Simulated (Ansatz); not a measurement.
Total energies of Cl6H2Si2Sn, SMILES `Cl[Si](Cl)(Cl)[SnH2][Si](Cl)(Cl)Cl`.

```xyz
11

Cl   -2.8449   -0.0095   -1.1345
Si   -1.9118   -0.5761    0.5906
Cl   -2.1294    0.9243    1.9580
Cl   -2.8534   -2.2407    1.3110
Sn    0.5724   -1.0189    0.1512
Si    1.5673    1.1894   -0.6816
Cl    1.3679    2.6369    0.7441
Cl    0.5934    1.8111   -2.3648
Cl    3.5530    0.9965   -1.1247
H     1.3412   -1.4933    1.5940
H     0.7443   -2.2196   -1.0433
```

Charge 0, multiplicity 1. Correlated methods include outer-core shells of Sn, which these sets cover unevenly. Sn: def2 effective core potential. The structure was optimised at the PBE0-D4/def2-TZVP level. It is one conformer, not always the lowest. Basis def2-TZVPP, the Gaussian-basis code of Ansatz.

RPA on PBE orbitals: Hartree–Fock energy of these orbitals -3549.68050 Eh, correlation -2.68975 Eh (frozen core).

```csv
functional,energy without D4 (Eh),D4 term (kJ/mol)
LDA (SPW92),-3544.57824,–
revPBE,-3555.52937,-144.3
B3LYP,-3556.30803,-110.3
r2SCANh,-3555.96022,-18.9
r2SCAN0,-3555.92843,-21.2
LC-ωPBE,-3555.21858,–
ωB97X-V,-3555.61181,–
ωB97M-V,-3555.92037,–
B2PLYP,-3554.89661,–
PBE-QIDH,-3554.12784,–
```

Q: Give the same for PBE, BLYP, r2SCAN, B97M-V, PBE0, HSE06 (plane-wave form), BHLYP, CAM-B3LYP. (An estimate is asked.)

A: The calculation gave: 
| functional | energy without D4 (Eh) | D4 term (kJ/mol) |
| --- | --- | --- |
| PBE | -3554.69847 | -67.3 |
| BLYP | -3556.02800 | -137.8 |
| r2SCAN | -3555.98291 | -16.9 |
| B97M-V | -3555.27399 | – |
| PBE0 | -3554.98732 | -59.8 |
| HSE06 (plane-wave form) | -3554.92713 | -57.5 |
| BHLYP | -3556.04913 | -103.7 |
| CAM-B3LYP | -3556.19473 | -63.9 |

B3LYP takes the VWN-RPA correlation (the form of Gaussian; ORCA's B3LYP/G). HSE06 is the plane-wave form, built on full-range PBE exchange. The double hybrids freeze the cores in their second-order part.

LC-ωPBE has ω = 0.4 bohr⁻¹.
